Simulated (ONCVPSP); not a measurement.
# What one change does to a pseudopotential (Pt (Z = 78), ONCV)

```
Element                 : platinum (Pt)
Generator               : ONCVPSP 4.0.1
Type                    : optimised norm-conserving Vanderbilt (ONCV)
Functional              : PBEsol
Relativity              : scalar-relativistic
Frozen core             : [Kr] 4d10
Valence charge          : 32
Reference configuration : 4f14 5s2 5p6 5d8 (charge +2)
Partial waves           : 5s: rc 1.70 bohr, ncon 4, nbas 7, qcut 9 1/bohr, 3 projectors, debl 0.7 Ha; 5p: rc 1.65 bohr, ncon 4, nbas 8, qcut 6.7 1/bohr, 2 projectors, debl 2.9 Ha; 5d: rc 2.40 bohr, ncon 4, nbas 9, qcut 8 1/bohr, 3 projectors, debl 0.4 Ha; 4f: rc 0.50 bohr, ncon 4, nbas 7, qcut 24.8 1/bohr, local
Local potential         : the f channel
Core correction         : Teter function, fcfact 5.5, rcfact 1.2
```

In the s channel the program set the typed energies aside and used -4.514, 0.050, 0.750 Ha. In the d channel the program set the typed energies aside and used -0.952, 0.250, 0.650 Ha.

Change: s: qcut 6.8.

Cutoffs: the cutoffs (Ha) at which the residual kinetic energy of the hardest occupied pseudo-wave falls to 1 and 0.1 mHa per electron; they do not see the model core or the augmentation charge, which bear on the density cutoff. Errors are all-electron minus pseudo energies relative to the spin-unpolarised reference configuration.

Predict the effect on cutoff, ghosts and configuration errors.

The potential gets neither clearly harder nor softer (798 Ha and 1069 Ha → 798 Ha and 1069 Ha); both files keep a bound ghost (d, p, s); of the 4 tests that both files solve, the error grows in 0 and shrinks in 1 by more than 15 % and 0.3 meV (median size 3.5 → 3.0 meV).

| quantity | base | changed |
| --- | --- | --- |
| cutoff, loose | 798 Ha | 798 Ha |
| cutoff, tight | 1069 Ha | 1069 Ha |
| loose cutoff by channel | s 25 Ha, p 14 Ha, d 18 Ha, f 798 Ha | s 17 Ha, p 14 Ha, d 18 Ha, f 798 Ha |
| bound ghosts | s, p, d | s, p, d |
| GHOST(+) flags under 300 eV | p at 165.5 eV | p at 165.5 eV |
| error for 4f14 5s2 5p6 5d9 6s1, meV [ΔE -29.22 eV] | +4.5 | +4.1 |
| error for 4f14 5s2 5p6 5d9, meV [ΔE -20.00 eV] | +3.0 | +3.0 |
| error for 4f14 5s2 5p6 5d7, meV [ΔE 32.25 eV] | 0.0 | +0.1 |
| error for 4f14 5s2 5p6 5d8 6s1, meV [ΔE -18.02 eV] | +4.0 | +3.0 |
| s: phases at 1.72 bohr within 0.05 rad from the reference energy up to (Ha; the scan ends near 5) | to the end of the scan | to the end of the scan |
| p: phases at 1.67 bohr within 0.05 rad from the reference energy up to (Ha; the scan ends near 5) | to the end of the scan | to the end of the scan |
| d: phases at 2.44 bohr within 0.05 rad from the reference energy up to (Ha; the scan ends near 5) | to the end of the scan | to the end of the scan |
| f: phases at 0.51 bohr within 0.05 rad from the reference energy up to (Ha; the scan ends near 5) | to the end of the scan | to the end of the scan |
| rms error of d²Exc/dni dnj with the model core, mHa | 3.53 | 4.01 |

 A true bound ghost makes a file unfit for plane-wave use even where its test errors are small: the radial tests pick states by their node count and pass the ghost by.
